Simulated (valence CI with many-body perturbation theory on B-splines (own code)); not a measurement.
## Bi2+: electric-dipole lines

Calculated by valence CI with perturbative core correlation (CI+MBPT): three valence electrons over a frozen Dirac-Fock core [Xe] 4f14 5d10, a basis of 11 s, 11 p, 9 d, 7 f, 5 g, 2 h, 1 i functions for each j, with the one-electron correlation potential Σ1, the two-electron term Σ2, the three-electron term Σ3, Breit, model QED; selected CI, second order for the rest, scaled by the run's own slope (own B-spline code, finite nucleus).

Against 20 measured levels this calculation errs by 486 cm⁻¹ on average and by 1325 at most. These come from a selection out of Moore, Atomic Energy Levels, vol. III, NSRDS-NBS 35 (1971 reprint of NBS Circular 467, 1958), an old analysis. Levels without a partner in it may be off by more. The list stops below the first excitations out of the core.

Lines 1 to 50 of 77 in falling wavelength, among levels below 160643 cm⁻¹, chosen from the strongest by gf and those to the six lowest levels. Wavelengths and rates use the calculated energies, so an error of 500 cm⁻¹ moves a line at 18380 Å by 9.2 % and its rate by three times that or more. Electric multipoles are in the length gauge, E1 and E2 with the static RPA response of the core. Weak lines are less certain than strong ones. Lines between different terms over intervals too small for the method are left out, as are lines whose strength nearly cancels and 8 of this kind that miss the measured wavelength by over 7 %. The highest levels of a list are the least certain.

Names give the largest LS component (configuration and term), which can be under half, so a name can repeat, a term be missing and a line seem to break the LS rules; names also repeat where a configuration has a term twice.

```tsv
λ vac (Å)	λ from measured levels	Upper	Lower	A (s⁻¹)	log gf	Branch %
18380	17500	6s2 7p 2P°_3/2	6s 6p2 2D_5/2	7.71e+05	-0.81	0.2
12400	11890	6s2 7p 2P°_1/2	6s2 6d 2D_3/2	4.94e+06	-0.64	2.6
11780	11180	6s2 7p 2P°_1/2	6s 6p2 2P_1/2	1.62e+04	-3.17	0.0
11110	11150	6s2 8p 2P°_1/2	6s2 8s 2S_1/2	3.09e+07	0.06	37.0
10990		6s 6p2 2S_1/2	6s2 7p 2P°_3/2	2.83e+05	-1.99	0.0
8942	8933	6s2 8p 2P°_3/2	6s2 8s 2S_1/2	5.41e+07	0.41	43.4
8747	8672	6s2 7d 2D_3/2	5f 6s2 2F°_5/2	1.90e+07	-0.06	1.2
8248	8169	6s2 7d 2D_5/2	5f 6s2 2F°_5/2	1.02e+06	-1.21	0.1
8182	8103	6s2 7d 2D_5/2	5f 6s2 2F°_7/2	2.05e+07	0.09	1.8
7603	7384	6s2 7p 2P°_3/2	6s2 6d 2D_3/2	1.98e+06	-1.16	0.6
7365	7104	6s2 7p 2P°_3/2	6s 6p2 2P_1/2	2.76e+04	-3.05	0.0
7050		6s 6p2 2S_1/2	6s2 7p 2P°_1/2	4.42e+05	-2.18	0.0
5135	5081	6s2 7p 2P°_3/2	6s2 6d 2D_5/2	6.28e+07	0.00	19.0
4782	4799	6s2 7p 2P°_1/2	6s 6p2 2D_3/2	5.67e+07	-0.41	29.4
4778	4753	5f 6s2 2F°_7/2	6s 6p2 2D_5/2	2.96e+07	-0.09	6.0
4755	4730	5f 6s2 2F°_5/2	6s 6p2 2D_5/2	1.99e+06	-1.39	0.4
4623	4562	6s2 7p 2P°_1/2	6s2 7s 2S_1/2	1.29e+08	-0.08	66.7
4508		6s2 8p 2P°_1/2	6s 6p2 2S_1/2	2.68e+06	-1.79	3.2
4488	4329	6s2 8s 2S_1/2	6s2 7p 2P°_3/2	2.14e+08	0.11	14.3
4104		6s2 8p 2P°_3/2	6s 6p2 2S_1/2	2.85e+06	-1.54	2.3
3846	3850	6s2 7p 2P°_3/2	6s 6p2 2D_3/2	9.16e+06	-1.09	2.8
3743	3696	6s2 7p 2P°_3/2	6s2 7s 2S_1/2	2.29e+08	0.28	69.1
3701	3709	6s2 7d 2D_3/2	6s2 7p 2P°_3/2	5.75e+07	-0.33	3.6
3654	3542	6s2 8s 2S_1/2	6s2 7p 2P°_1/2	1.27e+08	-0.29	8.5
3609	3614	6s2 7d 2D_5/2	6s2 7p 2P°_3/2	3.51e+08	0.61	30.2
3479	3452	5f 6s2 2F°_5/2	6s2 6d 2D_3/2	1.42e+08	0.19	26.7
3115	3116	6s2 7d 2D_3/2	6s2 7p 2P°_1/2	3.45e+08	0.30	21.6
3005	3040	6s2 7p 2P°_3/2	6s 6p2 4P_5/2	2.74e+07	-0.83	8.3
2890	2945	6s2 7p 2P°_1/2	6s 6p2 4P_3/2	2.36e+06	-2.23	1.2
2860	2856	5f 6s2 2F°_7/2	6s2 6d 2D_5/2	3.47e+08	0.53	70.2
2852	2848	5f 6s2 2F°_5/2	6s2 6d 2D_5/2	2.38e+07	-0.76	4.5
2570	2500	6s2 8p 2P°_3/2	6s 6p2 2D_5/2	5.19e+06	-1.69	4.2
2519	2558	6s2 7p 2P°_3/2	6s 6p2 4P_3/2	1.38e+05	-3.28	0.0
2405	2415	5f 6s2 2F°_5/2	6s 6p2 2D_3/2	3.45e+08	0.25	65.1
2250	2192	6s2 8p 2P°_1/2	6s2 6d 2D_3/2	6.40e+06	-2.01	7.7
2229	2167	6s2 8p 2P°_1/2	6s 6p2 2P_1/2	1.05e+05	-3.81	0.1
2145	2091	6s2 8p 2P°_3/2	6s2 6d 2D_3/2	2.42e+03	-5.17	0.0
2126	2067	6s2 8p 2P°_3/2	6s 6p2 2P_1/2	2.94e+05	-3.10	0.2
2101	2140	6s2 7p 2P°_1/2	6s 6p2 4P_1/2	2.12e+05	-3.55	0.1
2057	2022	6s 6p2 4P_1/2	6s2 6p 2P°_3/2	3.69e+06	-2.33	3.4
2051	2074	5f 6s2 2F°_7/2	6s 6p2 4P_5/2	1.18e+08	-0.23	23.8
2047	2070	5f 6s2 2F°_5/2	6s 6p2 4P_5/2	8.25e+06	-1.51	1.6
1898	1928	6s2 7p 2P°_3/2	6s 6p2 4P_1/2	2.11e+05	-3.34	0.1
1889	1853	6s2 8p 2P°_3/2	6s2 6d 2D_5/2	1.17e+07	-1.60	9.4
1809	1834	5f 6s2 2F°_5/2	6s 6p2 4P_3/2	9.23e+06	-1.57	1.7
1746	1723	6s2 8p 2P°_1/2	6s 6p2 2D_3/2	2.36e+07	-1.67	28.4
1724	1691	6s2 8p 2P°_1/2	6s2 7s 2S_1/2	2.84e+06	-2.60	3.4
1682	1659	6s2 8p 2P°_3/2	6s 6p2 2D_3/2	4.91e+06	-2.08	3.9
1662	1630	6s2 8p 2P°_3/2	6s2 7s 2S_1/2	3.76e+06	-2.21	3.0
1623	1606	6s 6p2 4P_3/2	6s2 6p 2P°_3/2	6.75e+06	-1.97	89.2
```
